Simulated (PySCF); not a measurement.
# Electron correlation in Ti⁵⁺ (titanium, charge +5)

[Ne] 3s2 3p5, 2P determinant. Computed with PySCF 2.14 in an uncontracted even-tempered set (19 s from 0.13 bohr⁻², ratio 2.5; 13 p from 0.17 bohr⁻², ratio 2.5; 5 d from 2.3 bohr⁻², ratio 2.7; 5 f from 3.5 bohr⁻², ratio 2.7), with the non-relativistic Hamiltonian (point nucleus). Frozen: 1s2; 15 electrons correlated; the 21 highest virtual orbitals of each spin left out.

MP2 pair energies summed by pair of shells (mhartree):

```csv
pair,energy,share (%)
2p-2p,-187.16,35.9
3p-3p,-105.87,20.3
2p-3p,-64.24,12.3
2s-2p,-55.96,10.7
3s-3p,-52.58,10.1
2p-3s,-19.32,3.7
2s-3p,-11.70,2.2
2s-2s,-10.03,1.9
3s-3s,-9.61,1.8
2s-3s,-4.22,0.8
```

Total MP2 correlation energy: -520.69 mhartree.

Same-spin part -138.88 and opposite-spin part -381.81 mhartree; SCS-MP2 scales them by 1/3 and 6/5 to -504.46 mhartree.
